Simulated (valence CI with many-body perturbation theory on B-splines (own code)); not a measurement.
## E1 transitions of Kr31+

Method: configuration interaction combined with many-body perturbation theory (CI+MBPT): three valence electrons over a frozen Dirac-Fock core [He], a basis of 11 s, 11 p, 9 d, 7 f, 5 g, 2 h, 1 i functions for each j, with the one-electron correlation potential Σ1 (screened to all orders), the two-electron term Σ2, the three-electron term Σ3, Breit, model QED; selected single and double excitations, second order for the rest (own B-spline code, finite nucleus).

The last digits are not significant, and no measured levels were compared; by estimate large intervals hold to a few tenths of a per cent, small ones and those within an open d or f shell to about a per cent.

Lines 101 to 150 of 260 in falling wavelength, among levels below 177.61 Ry, chosen from the strongest by gf and those to the six lowest levels. Wavelengths and rates use the calculated energies. Electric multipoles are in the length gauge, E1 and E2 with the static RPA response of the core. Weak lines are less certain than strong ones. Lines between different terms over intervals too small for the method are left out, as are lines whose strength nearly cancels. The highest levels of a list are the least certain.

Levels are named by their leading jj configuration (3d3/2^4 stands for four electrons in 3d with j = 3/2), which in mixed levels can hold well under half, so a name can repeat and another be missing. Letters in brackets count levels of one name in rising energy.

```tsv
λ vac (Å)	Upper	Lower	A (s⁻¹)	log gf	Branch %
6.017	(2s 2p3/2 3d5/2) J=5/2 [a]	(2s 2p3/2^2) J=3/2	6.81e+12	-0.65	11.2
6.016	(2s 2p1/2 3d3/2) J=3/2 [a]	(2s 2p1/2 2p3/2) J=3/2 [b]	3.73e+12	-1.09	26.3
6.003	(2s 2p3/2 3d5/2) J=3/2 [a]	(2s 2p3/2^2) J=3/2	1.24e+13	-0.57	21.7
6.002	(2p3/2^2 3s) J=5/2	(2p1/2 2p3/2^2) J=5/2	6.82e+12	-0.66	37.0
5.999	(2s 2p3/2 3d5/2) J=3/2 [a]	(2s 2p3/2^2) J=1/2	1.87e+13	-0.40	32.6
5.998	(2p1/2 2p3/2 3s) J=5/2	(2p1/2^2 2p3/2) J=3/2	7.89e+12	-0.59	62.9
5.995	(2s 2p1/2 3d3/2) J=5/2	(2s 2p1/2 2p3/2) J=3/2 [b]	1.38e+12	-1.35	5.0
5.988	(2p1/2 2p3/2 3d5/2) J=7/2	(2p1/2 2p3/2^2) J=5/2	2.31e+12	-1.00	95.0
5.975	(2s 2p1/2 3d5/2) J=5/2 [a]	(2s 2p1/2 2p3/2) J=3/2 [b]	3.51e+12	-0.95	6.0
5.971	(2s 2p3/2 3d5/2) J=1/2	(2s 2p3/2^2) J=1/2	6.80e+13	-0.14	85.0
5.966	(2p3/2^2 3s) J=5/2	(2p1/2 2p3/2^2) J=3/2	9.08e+12	-0.54	49.3
5.966	(2s 2p1/2 3d3/2) J=3/2 [b]	(2s 2p1/2 2p3/2) J=3/2 [b]	4.53e+12	-1.01	4.7
5.965	(2p1/2^2 3d3/2) J=3/2	(2p1/2^2 2p3/2) J=3/2	9.93e+12	-0.67	82.7
5.964	(2s 2p1/2 3s) J=1/2 [a]	(2s 2p1/2^2) J=1/2	2.01e+12	-1.67	18.1
5.964	(2s 2p1/2 3d3/2) J=1/2	(2s 2p1/2 2p3/2) J=3/2 [b]	1.40e+12	-1.83	1.2
5.963	(2s 2p1/2 3d5/2) J=3/2	(2s 2p1/2 2p3/2) J=1/2	4.45e+13	-0.02	71.4
5.956	(2s 2p3/2 3s) J=5/2	(2s 2p1/2 2p3/2) J=5/2	7.04e+12	-0.65	44.2
5.937	(2s 2p1/2 3d5/2) J=3/2	(2s 2p1/2 2p3/2) J=3/2 [b]	1.31e+13	-0.56	21.1
5.936	(2p1/2^2 3d5/2) J=5/2	(2p1/2^2 2p3/2) J=3/2	3.93e+13	0.09	97.0
5.935	(2s 2p1/2 3s) J=3/2	(2s 2p1/2^2) J=1/2	4.87e+12	-0.99	39.8
5.932	(2s 2p1/2 3d5/2) J=5/2 [b]	(2s 2p1/2 2p3/2) J=3/2 [b]	5.41e+13	0.23	84.9
5.919	(2s 2p3/2 3s) J=3/2 [a]	(2s 2p1/2 2p3/2) J=5/2	5.05e+11	-1.97	4.1
5.918	(2s 2p1/2 3d3/2) J=3/2 [a]	(2s 2p1/2 2p3/2) J=5/2	2.33e+11	-2.31	1.6
5.915	(2s 2p3/2 3s) J=1/2	(2s 2p1/2 2p3/2) J=3/2 [b]	4.59e+12	-1.32	28.2
5.910	(2s 2p3/2 3d3/2) J=7/2	(2s 2p3/2^2) J=5/2	6.30e+12	-0.58	7.9
5.906	(2s 2p3/2 3s) J=5/2	(2s 2p1/2 2p3/2) J=3/2 [a]	6.64e+12	-0.68	41.7
5.905	(2s^2 3s) J=1/2	(2s^2 2p1/2) J=1/2	3.47e+12	-1.44	30.6
5.905	(2s 2p3/2 3d3/2) J=3/2 [a]	(2s 2p3/2^2) J=5/2	6.29e+12	-0.88	6.9
5.904	(2s 2p3/2 3d3/2) J=3/2 [b]	(2s 2p3/2^2) J=3/2	1.32e+13	-0.56	13.2
5.901	(2s 2p3/2 3d3/2) J=3/2 [b]	(2s 2p3/2^2) J=1/2	2.96e+13	-0.21	29.7
5.898	(2s 2p1/2 3d3/2) J=5/2	(2s 2p1/2 2p3/2) J=5/2	5.94e+12	-0.73	21.8
5.890	(2s 2p3/2 3d3/2) J=1/2 [b]	(2s 2p3/2^2) J=3/2	9.34e+12	-1.01	13.2
5.887	(2s 2p3/2 3d5/2) J=5/2 [b]	(2s 2p3/2^2) J=3/2	1.02e+14	0.50	96.3
5.886	(2s 2p3/2 3d5/2) J=5/2 [a]	(2s 2p3/2^2) J=5/2	4.80e+13	0.18	79.1
5.878	(2s 2p1/2 3d5/2) J=5/2 [a]	(2s 2p1/2 2p3/2) J=5/2	8.89e+12	-0.56	15.1
5.877	(2s 2p3/2 3d5/2) J=3/2 [b]	(2s 2p3/2^2) J=3/2	2.65e+13	-0.26	39.4
5.874	(2s 2p3/2 3d5/2) J=3/2 [b]	(2s 2p3/2^2) J=1/2	3.50e+13	-0.14	51.9
5.873	(2s 2p3/2 3d5/2) J=3/2 [a]	(2s 2p3/2^2) J=5/2	7.68e+12	-0.80	13.4
5.870	(2p1/2 2p3/2 3p1/2) J=3/2 [a]	(2s 2p3/2^2) J=3/2	6.18e+12	-0.89	27.0
5.869	(2s 2p1/2 3d3/2) J=3/2 [a]	(2s 2p1/2 2p3/2) J=3/2 [a]	5.00e+12	-0.99	35.2
5.869	(2s 2p1/2 3d3/2) J=3/2 [b]	(2s 2p1/2 2p3/2) J=5/2	2.44e+12	-1.30	2.5
5.866	(2s 2p1/2 3d5/2) J=7/2	(2s 2p1/2 2p3/2) J=5/2	5.17e+13	0.33	99.1
5.866	(2p1/2 2p3/2 3p1/2) J=3/2 [a]	(2s 2p3/2^2) J=1/2	5.37e+12	-0.96	23.5
5.858	(2s 2p3/2 3d5/2) J=7/2 [a]	(2s 2p3/2^2) J=5/2	9.79e+13	0.61	94.4
5.852	(2s^2 3d3/2) J=3/2	(2s^2 2p3/2) J=3/2	1.29e+13	-0.58	15.2
5.849	(2s 2p1/2 3d3/2) J=5/2	(2s 2p1/2 2p3/2) J=3/2 [a]	1.98e+13	-0.22	72.3
5.838	(2s^2 3d5/2) J=5/2	(2s^2 2p3/2) J=3/2	7.78e+13	0.38	100.0
5.836	(2s 2p1/2 3d5/2) J=5/2 [b]	(2s 2p1/2 2p3/2) J=5/2	1.68e+12	-1.29	2.6
5.833	(2p1/2 2p3/2 3d3/2) J=3/2	(2p1/2^2 2p3/2) J=3/2	1.29e+13	-0.58	65.4
5.830	(2p1/2 2p3/2 3d3/2) J=5/2	(2p1/2^2 2p3/2) J=3/2	7.44e+12	-0.64	88.6
```
